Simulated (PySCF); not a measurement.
Predicted microwave data (PBE0-D3(BJ)/def2-SVP geometry optimisation, gas phase in PySCF 2.14.0) for one isomer of C4H10Si:

- Rotational constants: A = 8291, B = 2803, C = 2325 MHz
- Dipole components: |μa| = 0.56 D, |μb| = 0.00 D, |μc| = 0.05 D
- Inertial defect: -23.91 u·Å²
- κ: -0.84

Question: Which structure is it? (One computed conformer of each.)
A. `[SiH3:1][CH2:2][CH:3]1[CH2:4][CH2:5]1` with Si1–C2–C3–C4 82°
B. `[CH3:1][CH:2]1[CH2:3][SiH2:4][CH2:5]1` with C1–C2–C3–Si4 149°, C2–C3–Si4–C5 -19°, C3–Si4–C5–C2 19°, C1–C2–C5–Si4 -149°
C. `[CH3:1][SiH:2]1[CH2:3][CH2:4][CH2:5]1` with C1–Si2–C3–C4 -138°, Si2–C3–C4–C5 23°, C3–C4–C5–Si2 -23°, C1–Si2–C5–C4 138°

Answer: B. It is CC1C[SiH2]C1, an asymmetric top, point group Cs. The candidates at the same level (rigid rotor, commonest isotopes):

| SMILES | A (MHz) | B (MHz) | C (MHz) | μa (D) | μb (D) | μc (D) | Δ (u·Å²) | point group | rotor |
| --- | --- | --- | --- | --- | --- | --- | --- | --- | --- |
| [SiH3]CC1CC1 | 10403 | 1952 | 1805 | 0.69 | 0.39 | 0.06 | -27.46 | C1 | near-prolate asymmetric top |
| C[SiH]1CCC1 | 7504 | 2856 | 2428 | 0.44 | 0.00 | 0.51 | -36.11 | Cs | asymmetric top |
| CC1C[SiH2]C1 | 8291 | 2803 | 2325 | 0.56 | 0.00 | 0.05 | -23.91 | Cs | asymmetric top |

`C[SiH]1CCC1` has A 9 % too low; `[SiH3]CC1CC1` has B 30 % too low. In the right answer the mirror of this Cs structure is the ac plane, so μb vanishes by symmetry. No structure here is proved a minimum.
